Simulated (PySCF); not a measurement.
BeH5NSi. Atoms are numbered in the order given.

```xyz
8

Be     0.6043     0.0795    -0.5259
N      1.7190     0.2427    -1.5201
H      2.3681    -0.4812    -1.7942
H      1.9358     1.0944    -2.0182
Si    -1.0272    -0.1452     0.9086
H     -1.8530    -1.3575     0.6515
H     -1.9646     1.0119     0.8688
H     -0.5562    -0.2510     2.3168
```
Charge 0, spin multiplicity 1.

The structure is a stationary point at TPSSh-D3(BJ)/def2-TZVP. The values are those of a single conformer.

Method: TPSSh-D3(BJ)/def2-TZVP (PySCF).

Frequencies are harmonic and unscaled.

Task: List the normal modes with their intensities. (An estimate is asked for; the answer gives what the named calculation found.)

Result: 
```
mode  ν (cm⁻¹)  IR (km/mol)  Raman (Å⁴/amu)  depolarisation  moving atoms (share of kinetic energy)
----  --------  -----------  --------------  --------------  --------------------------------------
1            6          0.0             0.0               –                                 H 100 %
2          170          6.3             0.1            0.74                         Be 54 %, H 40 %
3          192          4.2             0.0               –                  Be 59 %, H 32 %, N 9 %
4          394          0.1            16.9            0.11        Si 39 %, N 39 %, Be 11 %, H 10 %
5          410        171.4             1.4            0.74                          H 78 %, N 21 %
6          458          8.5             0.4            0.35                          H 84 %, Si 9 %
7          506          0.6             0.1            0.42                H 69 %, Be 20 %, Si 10 %
8          658         34.0             2.5            0.75                 H 62 %, Be 21 %, N 16 %
9          892        209.9             2.5            0.51                          H 91 %, Si 8 %
10         957         41.6            13.2            0.75                                  H 98 %
11         960         46.3            13.2            0.75                                  H 98 %
12        1224        127.0             3.0            0.62                         Be 72 %, N 20 %
13        1583         89.0             2.9            0.61                          H 87 %, N 12 %
14        2200         92.3           166.3            0.28                                  H 97 %
15        2203         92.6           165.0            0.26                                  H 97 %
16        2205         93.3           163.4            0.25                                  H 97 %
17        3559         32.4           154.1            0.12                                  H 96 %
18        3636         24.1            63.1            0.75                           H 92 %, N 8 %
```
